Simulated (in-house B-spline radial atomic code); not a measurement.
The numbers below are computed, except where a source is named.
# Correlation energy from the adiabatic connection: −Z exp(−kr)/r, Z = 9.48, k = 2.94

Two electrons in a singlet, external potential −Z exp(−kr)/r, Z = 9.48, k = 2.94 (atomic units). Full CI in B-splines (partial waves to l = 8, correlation up to 0.6 % small) with the density held fixed gives W(λ) = <V_ee>_λ − U, and E_c is the integral of W(λ) − W(0) from 0 to 1.

```json
{"λ": "0", "W(λ) − W(0) (hartree)": "0.00000"}
{"λ": "0.02", "W(λ) − W(0) (hartree)": "-0.00189"}
{"λ": "0.05", "W(λ) − W(0) (hartree)": "-0.00473"}
{"λ": "0.12", "W(λ) − W(0) (hartree)": "-0.01131"}
{"λ": "0.25", "W(λ) − W(0) (hartree)": "-0.02344"}
{"λ": "0.4", "W(λ) − W(0) (hartree)": "-0.03726"}
{"λ": "0.6", "W(λ) − W(0) (hartree)": "-0.05542"}
{"λ": "0.8", "W(λ) − W(0) (hartree)": "-0.07327"}
{"λ": "1", "W(λ) − W(0) (hartree)": "-0.09082"}
```

(1) Integrate the table by the trapezoid rule.

(2) Now use only three numbers: W(0) = -5.2823, the initial slope W'(0) = -0.09477 (extrapolated from the first points) and the strong-coupling limit of the point-charge-plus-continuum model, W∞ = -7.5252. What do second-order theory and the interpolation W(λ) = W∞ + (W(0) − W∞)/√(1 + 2χλ) of Seidl, Perdew and Levy give?

Results:

(1) The strips give -0.00002, -0.00010, -0.00056, -0.00226, -0.00455, -0.00927, -0.01287, -0.01641, which sum to -0.04604 hartree. The direct value, W(1) − W(0) + T_c with T_c = 0.04475, is -0.04606; the curve is convex, so chords lie above it and the trapezoids fall short in size by 0.05 %.

(2) Second order keeps the slope alone: E_c = W'(0)/2 = -0.04738, +3 % in size against -0.04606. Matching the slope fixes χ = W'(0)/(W∞ − W(0)) = -0.09477/(-2.24290) = 0.04225. Integrating, with s = √(1 + 2χ) = 1.041396, E_c = −(W(0) − W∞)(s − 1)/(s + 1) = −2.24290 × 0.041396/2.041396 = -0.04548 hartree, -1.3 % in size against the full result. At λ = 1 the formula gives W − W(0) = -0.08916 against -0.09082. Part of the miss can come from the model's W∞.
